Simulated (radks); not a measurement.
Task: These are the eigenvalues of the occupied orbitals of an atom or ion with whole-number occupations (hartree). Method: scalar-relativistic Kohn-Sham, Wu-Cohen GGA, spin-polarised, spherical densities, finite nucleus; Fermi nuclear charge, rms radius of each element as measured or else 0.836 A^(1/3) + 0.57 fm; computed with a radial shooting solver on a logarithmic mesh with Libxc functionals.

orbital  eigenvalue
1s up     -1263.743
1s down   -1263.737
2s up     -197.3518
2s down   -197.3490
2p up     -177.2071
2p down   -177.2024
3s up     -40.99266
3s down   -40.98750
3p up     -34.48419
3p down   -34.47842
3d up     -24.81767
3d down   -24.81219
4s up      -8.04021
4s down    -8.02789
4p up      -5.97733
4p down    -5.96403
4d up      -2.96942
4d down    -2.94958
5s up      -1.45463
5s down    -1.35321
5p up      -0.97199
6p up      -0.25322

Which element is it, and in what charge state? The configuration may be excited. Open shells, if any, are filled with parallel spins first.

Result: Z = 54, xenon, charge +1: Xe+ in [Kr] 4d10 5s2 5p3 6p2. The list shows which subshells hold electrons but not how many an open one holds; the 1s level, -1263.7 hartree, gives Z - s = 50.3 by -(Z - s)^2/2, which with screening and relativity narrows Z to a few neighbours, and the depths of the outer levels then fix element, charge and occupations together.
